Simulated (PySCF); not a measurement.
Gas-phase reaction: SnH₄ + 2 F₂ ⇌ SnH₂F₂ + 2 HF

Computed with PySCF and rigid-rotor harmonic-oscillator thermochemistry at 1 bar. † marks an energy on the PBE0/def2-TZVP geometry and frequencies. MP2 and CCSD(T) freeze the core. All species are closed-shell singlets. B3LYP is the form with VWN-RPA correlation. Sn: scalar-relativistic def2 core potential, no spin-orbit coupling. SnH₂F₂: computed as isolated molecules; such fragments, hydroxides, amides, oligomers or adducts are transient or little studied in the gas. MP2 isn't extrapolated to the basis-set limit; its ΔH°(298 K) is -1171.8 kJ in def2-SVP and -1228.4 kJ in def2-TZVPP. CCSD(T) isn't extrapolated to the basis-set limit; its ΔH°(298 K) is -1098.2 kJ in def2-SVP and -1156.6 kJ in def2-TZVPP. The harmonic model lacks anharmonicity and excited electronic states, which grow with temperature; levels with a mode under 35 cm⁻¹ are left out.

```
level                ΔE electronic, kJ  ΔH°(298 K), kJ  ΔS°(298 K), J/K  ΔG°(1000 K), kJ
-------------------  -----------------  --------------  ---------------  ---------------
B3LYP/def2-TZVP†                 -1152           -1135                7            -1147
CCSD(T)/def2-TZVPP†              -1174           -1157                7            -1168
M06-2X/def2-TZVP†                -1235           -1218                7            -1229
MP2/def2-TZVPP†                  -1246           -1228                7            -1240
PBE/def2-TZVP†                   -1109           -1092                7            -1103
LDA/def2-TZVP†                   -1135           -1118                7            -1129
```
ΔH° is lowest at MP2/def2-TZVPP† and highest at PBE/def2-TZVP†. No reference value is set beside these.
